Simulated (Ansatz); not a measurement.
One change: `[CH3][SnH2][SeH]` becomes `[SH][SnH2][SeH]`.

Ansatz, PBE0-D4/def2-TZVP geometries, multiplicity 1. Each molecule was computed in one conformer, which needn't be the lowest.

Elements past krypton have def2 core potentials. Scalar relativity is left out up to krypton.

```csv
property,`[CH3][SnH2][SeH]`
LUMO energy (PBE0/def2-TZVPP) / eV,-0.46
size of the dipole moment (PBE/def2-TZVPP) / D,1.90
HOMO–LUMO gap (PBE/def2-TZVPP) / eV,4.35
HOMO energy (PBE/def2-TZVPP) / eV,-5.64
HOMO energy (PBE0/def2-TZVPP) / eV,-6.77
HOMO energy (ωB97M-V/def2-TZVPP) / eV,-8.92
```

**Question.** What does the change do to each property? (Estimate.)

**Answer.** Computed: 
```csv
property,`[SH][SnH2][SeH]`,shift
LUMO energy (PBE0/def2-TZVPP) / eV,-1.17,-0.71
size of the dipole moment (PBE/def2-TZVPP) / D,1.42,-0.48
HOMO–LUMO gap (PBE/def2-TZVPP) / eV,3.94,-0.41
HOMO energy (PBE/def2-TZVPP) / eV,-5.95,-0.31
HOMO energy (PBE0/def2-TZVPP) / eV,-7.10,-0.33
HOMO energy (ωB97M-V/def2-TZVPP) / eV,-9.21,-0.29
```

With PBE0 the HOMO falls by 0.33 eV and the LUMO falls by 0.71 eV, so the gap narrows by about 0.38 eV. PBE moves the HOMO by -0.31 eV and ωB97M-V by -0.29 eV. The zero-point energy changes by -70.5 kJ/mol with -6 modes. Dipoles are sizes alone; their direction can turn.

Spin–orbit coupling is left out; it splits and shifts lone-pair levels of the heavy atoms by tenths of an eV.
